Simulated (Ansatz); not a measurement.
One change: `[OH][Al]([F])[ZnH]` becomes `[CH3][Al]([OH])[F]`.

Ansatz, PBE0-D4/def2-TZVP geometries, multiplicity 1. Each molecule was computed in one conformer, which needn't be the lowest.

Scalar relativity is left out up to krypton.

| property | `[OH][Al]([F])[ZnH]` |
| --- | --- |
| LUMO energy (B3LYP/def2-TZVPP) / eV | -2.04 |
| HOMO–LUMO gap (PBE/def2-TZVPP) / eV | 3.76 |
| HOMO energy (PBE0/def2-TZVPP) / eV | -7.32 |
| HOMO energy (B3LYP/def2-TZVPP) / eV | -7.15 |
| size of the dipole moment (ωB97M-V/def2-TZVPP) / D | 0.58 |
| LUMO energy (ωB97M-V/def2-TZVPP) / eV | -0.23 |

What does the change do to each property? (Estimate.)

Ansatz gave: 
| property | `[CH3][Al]([OH])[F]` | shift |
| --- | --- | --- |
| LUMO energy (B3LYP/def2-TZVPP) / eV | -0.59 | 1.45 |
| HOMO–LUMO gap (PBE/def2-TZVPP) / eV | 6.45 | 2.69 |
| HOMO energy (PBE0/def2-TZVPP) / eV | -8.93 | -1.61 |
| HOMO energy (B3LYP/def2-TZVPP) / eV | -8.70 | -1.55 |
| size of the dipole moment (ωB97M-V/def2-TZVPP) / D | 0.62 | 0.04 |
| LUMO energy (ωB97M-V/def2-TZVPP) / eV | 1.25 | 1.48 |

With PBE0 the HOMO falls by 1.61 eV and the LUMO rises by 1.58 eV, so the gap widens by about 3.19 eV. PBE moves the HOMO by -1.24 eV and ωB97M-V by -1.90 eV. Dipoles are sizes alone; their direction can turn.

B3LYP here is the variant with VWN-RPA as its local correlation; programs differ in this.
